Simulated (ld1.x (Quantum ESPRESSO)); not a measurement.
# An all-electron radial function and its pseudo partner (Cu)

Columns: radius, all-electron u(r) and pseudo u(r) of the 3d shell (level -29.60 eV) of copper in the configuration [Ar] 3d9 4s0 4p0; PBEsol, scalar-relativistic, ultrasoft scheme, ld1.x (Quantum ESPRESSO) 7.5.

```json
{"r (bohr)": "0.130", "all-electron": "0.1884", "pseudo": "0.0051"}
{"r (bohr)": "0.260", "all-electron": "0.5903", "pseudo": "0.0382"}
{"r (bohr)": "0.390", "all-electron": "0.8795", "pseudo": "0.1160"}
{"r (bohr)": "0.520", "all-electron": "1.0049", "pseudo": "0.2370"}
{"r (bohr)": "0.650", "all-electron": "1.0145", "pseudo": "0.3818"}
{"r (bohr)": "0.780", "all-electron": "0.9619", "pseudo": "0.5204"}
{"r (bohr)": "0.910", "all-electron": "0.8824", "pseudo": "0.6233"}
{"r (bohr)": "1.040", "all-electron": "0.7947", "pseudo": "0.6722"}
{"r (bohr)": "1.170", "all-electron": "0.7079", "pseudo": "0.6658"}
{"r (bohr)": "1.300", "all-electron": "0.6263", "pseudo": "0.6180"}
{"r (bohr)": "1.430", "all-electron": "0.5514", "pseudo": "0.5511"}
{"r (bohr)": "1.560", "all-electron": "0.4837", "pseudo": "0.4837"}
{"r (bohr)": "1.690", "all-electron": "0.4232", "pseudo": "0.4232"}
{"r (bohr)": "1.820", "all-electron": "0.3693", "pseudo": "0.3693"}
{"r (bohr)": "1.950", "all-electron": "0.3216", "pseudo": "0.3216"}
{"r (bohr)": "2.080", "all-electron": "0.2796", "pseudo": "0.2796"}
{"r (bohr)": "2.210", "all-electron": "0.2426", "pseudo": "0.2426"}
{"r (bohr)": "2.340", "all-electron": "0.2102", "pseudo": "0.2102"}
{"r (bohr)": "2.470", "all-electron": "0.1819", "pseudo": "0.1819"}
{"r (bohr)": "2.600", "all-electron": "0.1572", "pseudo": "0.1572"}
{"r (bohr)": "2.730", "all-electron": "0.1357", "pseudo": "0.1357"}
{"r (bohr)": "2.860", "all-electron": "0.1170", "pseudo": "0.1170"}
{"r (bohr)": "2.990", "all-electron": "0.1008", "pseudo": "0.1008"}
{"r (bohr)": "3.120", "all-electron": "0.0867", "pseudo": "0.0867"}
{"r (bohr)": "3.250", "all-electron": "0.0745", "pseudo": "0.0745"}
{"r (bohr)": "3.380", "all-electron": "0.0639", "pseudo": "0.0639"}
```

**Question.** How many radial nodes do the two functions have?

**Answer.** The all-electron 3d function has n − l − 1 = 0; the pseudo-wave has 0.

**Question.** At about which radius was the pseudo-wave matched?

**Answer.** 1.60 bohr. The columns agree to 0.0005 from 1.43 bohr on; several derivatives are matched, so the curves merge somewhat inside the radius.

**Question.** Is the pseudo-wave norm-conserving?

**Answer.** No, it belongs to an ultrasoft set: the norm inside the radius is not constrained, and the difference is carried by the augmentation charge.
